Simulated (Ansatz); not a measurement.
AlH2I (SMILES [AlH2][I]) moved off its minimum; all values from Ansatz (an electronic-structure program), cores frozen in correlated methods. Elements past Kr take the def2 small-core potentials, without spin–orbit coupling.
(charge 0, multiplicity 1)
```xyz
4

Al    -1.0454    -1.6182     0.2855
H     -0.5346    -2.6987     1.2998
H     -2.3089    -1.7506    -0.5494
I      0.2775     0.4943    -0.0674
```

Forces at wB97M-V/def2-TZVPP (eV/Å):

| atom | Fx | Fy | Fz |
|---|---|---|---|
| Al1 | 0.764 | 0.405 | 0.260 |
| H2 | 0.028 | 0.095 | -0.021 |
| H3 | -0.564 | -0.068 | -0.351 |
| I4 | -0.228 | -0.432 | 0.111 |

Problem. Give the forces (eV/Å), the total energy and the dipole at CCSD(T)/def2-TZVPPD.

Solution. 
```csv
atom,Fx,Fy,Fz
Al1,0.765,0.391,0.271
H2,0.052,-0.002,0.054
H3,-0.677,-0.099,-0.414
I4,-0.139,-0.291,0.089
```
Energy -540.0586 hartree, dipole 1.20 D.
